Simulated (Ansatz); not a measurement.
C2H3 (SMILES [CH]=C), doublet, at a GFN2-xTB geometry, atoms displaced at random by about 0.1 Å a coordinate. Base run: B3LYP/def2-TZVP (Ansatz, a first-principles code).

Ansatz was given this input:
Ansatz 0.2 input:
```yaml
crystal:
  periodic: [false, false, false]
  atoms:
    - {symbol: C, position_ang: [-0.01080502, -0.37444819, 0.28764555]}
    - {symbol: C, position_ang: [0.19805356, 0.72309339, -0.11282840]}
    - {symbol: H, position_ang: [-0.84033977, -1.04499953, -0.10193092]}
    - {symbol: H, position_ang: [0.97816119, -1.02882959, -0.05676780]}
    - {symbol: H, position_ang: [-0.69917803, 1.48815108, 0.21191563]}
basis:
  gaussian:
    orbitals: def2-TZVP
hamiltonian:
  xc: b3lyp
magnetization: {spin_polarized: true, initial_magnetization: 1}
relax: {}
```

Each row names what was changed in the base input (with any setting that the change needs).

| change | ΔE vs base (kJ/mol) | optimiser steps | core-seconds (rough) |
|---|---|---|---|
| base | 0.00 | 7 | 10 |
| relax = max_displacement: 0.5 | 0.00 | 7 | 10 |
| relax = f_tol: 0.1 | 0.01 | 6 | 9 |
| relax = f_tol: 0.002 | 0.00 | 8 | 10 |
| relax = max_displacement: 0.02 | 0.00 | 19 | 20 |
| relax = f_tol: 0.05 | 0.00 | 6 | 10 |
| relax = escape_saddle: false | 0.00 | 7 | 10 |
